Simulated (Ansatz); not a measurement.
`BC(C)[SiH3]`, relaxed with RKS PBE0-D4/def2-TZVP in Ansatz 0.2.0 from a PBE-D4/def2-SVP geometry. The force threshold is 0.005 eV/Å; the program also tests the step.

Charge 0, multiplicity 1.

Start:

```xyz
13

B     0.154    1.586   -0.043
C    -0.284    0.179   -0.483
C     0.700   -0.728   -1.236
Si   -0.639   -0.490    1.306
H    -0.672    2.399    0.340
H     1.337    1.872    0.032
H    -1.315    0.153   -0.903
H     0.853   -0.359   -2.271
H     0.353   -1.780   -1.306
H     1.696   -0.733   -0.747
H    -1.946    0.031    1.829
H     0.455   -0.138    2.280
H    -0.693   -1.992    1.203
```

Task: How much energy does the relaxation release, and in how many steps? (Best estimate.)

Result: The calculation gave: 0.05 eV, in 21 steps, 1 of them rejected.

Task: Which bonds change most? (Estimate.)

Result: Computed: C2–Si4 from 1.943 to 1.911 Å; B1–H5 from 1.220 to 1.199 Å; B1–H6 from 1.220 to 1.199 Å; Si4–H12 from 1.507 to 1.488 Å.

Task: Give the relaxed structure. (Estimate.)

Result: The calculation gave: 
```xyz
13

B     0.125    1.609   -0.082
C    -0.287    0.184   -0.449
C     0.714   -0.707   -1.184
Si   -0.631   -0.528    1.291
H    -0.699    2.421    0.233
H     1.285    1.908   -0.017
H    -1.292    0.137   -0.889
H     0.866   -0.355   -2.207
H     0.387   -1.749   -1.239
H     1.689   -0.689   -0.690
H    -1.842    0.082    1.896
H     0.524   -0.320    2.206
H    -0.839   -1.992    1.131
```
